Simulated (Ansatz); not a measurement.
`C[CH2][Zn][Cl]` + H–F → `[F][Zn][Cl]` + `CC` at 700 K and 1 bar (ligand exchange at a Zn–C bond).

Gas-phase electronic energies from Ansatz, PBE0-D4/def2-TZVP geometries. CBS: MP2 limit from def2 TZ/QZ plus the TZ coupled-cluster correction, frozen cores. This one scheme is used for every species. For Zn outer-core shells are correlated without core-valence functions, which leaves a few kJ/mol of doubt a bond. Scalar relativity is left out up to krypton. Each species was taken in one conformer, which may not be the lowest.

```tsv
species	CCSD(T)/CBS energy (Eh)	H − E (kJ/mol)	S (J/(mol·K))
`C[CH2][Zn][Cl]`	-2317.32947	237.5	429.3
H–F	-100.39570	45.2	198.5
`[F][Zn][Cl]`	-2338.03728	45.0	320.3
`CC`	-79.71954	238.1	289.3
```

H − E and S are ideal-gas, rigid-rotor, harmonic terms from PBE0-D4/def2-TZVP, for one conformer and one mirror image of each species. 1 Eh = 2625.50 kJ/mol, R = 8.31446 J/(mol·K).

Task: By hand: ΔE, ΔH, ΔS and ΔG.

Result: ΔE = (-2338.03728) + (-79.71954) − (-2317.32947) − (-100.39570) = -0.03165 Eh = -83.1 kJ/mol. Δ(H − E) = 45.0 + 238.1 − 237.5 − 45.2 = 0.4, so ΔH = -82.7 kJ/mol. ΔS = 320.3 + 289.3 − 429.3 − 198.5 = -18.2 J/(mol·K). ΔG = -82.7 − 700 × (-18.2)/1000 = -70.0 kJ/mol.

Task: By hand: the equilibrium constant, and the temperature at which ΔG would vanish if ΔH and ΔS stayed fixed.

Result: log₁₀ K = −ΔG/(RT ln 10) = 5.2. ΔG = 0 at ΔH/ΔS = 4544 K, far beyond where these terms or the molecules hold.

ΔH outweighs TΔS. A doubt of 5 kJ/mol in ΔE shifts log₁₀ K by 0.4 here. Other conformers and mirror images would add mixing entropy, several J/(mol·K) or more a flexible species. These are equilibria of isolated gas molecules and say nothing of rates. Largest T1 diagnostic: 0.016 (customary marks: 0.02 for closed shells, 0.045 for open ones).
